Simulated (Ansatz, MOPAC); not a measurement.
The molecule Ru₂, multiplicity 7 (lowest of 2S+1 = 1, 3, 5, 7, 9 at PBE0/def2-TZVPP; our sources give no spin for the ground state, which may be another). No spin–orbit coupling.

Constants: fifth-degree fit in 1/R to seven points, most abundant isotopes. In def2 and cc sets the state is the lowest found near the PBE0 minimum, followed along R.

The state reached by PM7 isn't checked; PM7 holds dispersion and hydrogen-bond terms.

Codes used: Ansatz (Gaussian orbitals); MOPAC for PM7 (differences of heats of formation).  In def2 rows elements past Kr take small-core potentials, without spin–orbit coupling.

### Question
What bond length and harmonic frequency does PM7 give?

### Answer
r_e = 2.346 Å, ω_e = 254 cm⁻¹.

### Question
What bond length and harmonic frequency does r2SCAN/def2-TZVPP give?

### Answer
r_e = 2.198 Å, ω_e = 351 cm⁻¹.

### Question
What bond length and harmonic frequency does CAM-B3LYP/def2-TZVPP give?

### Answer
r_e = 2.242 Å, ω_e = 319 cm⁻¹.

Ansatz is a first-principles code.
